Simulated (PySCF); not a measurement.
The PySCF input:
```python
from pyscf import gto, scf, dft

mol = gto.M(
    atom='''
Si   -0.000000   -0.000000   -1.066604
S     0.000000    0.000000    0.933278
''',
    basis='6-31g',
    charge=0,
    spin=0,
    verbose=4,
)

mf = dft.RKS(mol)
mf.xc = 'm062x'
mf.kernel()
mf.analyze()
```

Task: What does this run give for the dipole moment, total energy, number of basis functions, nuclear repulsion energy?

Result: 
```yaml
dipole_moment: 2.54 D
total_energy: -687.568227 Ha
number_of_basis_functions: 26
nuclear_repulsion_energy: 59.2713 Eh
```
